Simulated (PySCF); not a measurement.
CH3AlFI, SMILES [CH3][Al]([F])[I].

Coordinates come from a B3LYP-D3(BJ)/def2-SVP optimisation. The def2 effective core potentials stand for the cores of I; spin–orbit coupling is left out.

The numbers are results of B3LYP-D3(BJ)/def2-SVP run with PySCF, not measurements.

Frequencies are harmonic and unscaled.

Problem. Estimate the vibrational spectrum. (Estimate from the structure and the level; the computed values follow.)

Solution. 
| mode | ν (cm⁻¹) | IR (km/mol) | moving atoms (share of kinetic energy) |
|---|---|---|---|
| 1 | 16 | 0.0 | H 98 % |
| 2 | 134 | 1.8 | C 38 %, H 22 %, Al 19 %, F 13 % |
| 3 | 178 | 10.6 | F 67 %, I 16 %, C 8 % |
| 4 | 199 | 23.3 | Al 63 %, F 15 %, H 15 % |
| 5 | 329 | 54.2 | Al 48 %, C 17 %, I 16 %, F 11 %, H 8 % |
| 6 | 649 | 65.8 | C 38 %, Al 29 %, H 25 % |
| 7 | 655 | 47.8 | H 68 %, C 21 %, Al 9 % |
| 8 | 704 | 87.5 | H 70 %, C 20 % |
| 9 | 879 | 127.3 | F 48 %, Al 47 % |
| 10 | 1216 | 13.7 | H 79 %, C 20 % |
| 11 | 1421 | 2.3 | H 96 % |
| 12 | 1427 | 1.7 | H 95 % |
| 13 | 3026 | 1.5 | H 97 % |
| 14 | 3110 | 1.7 | H 91 %, C 9 % |
| 15 | 3137 | 1.7 | H 91 %, C 9 % |
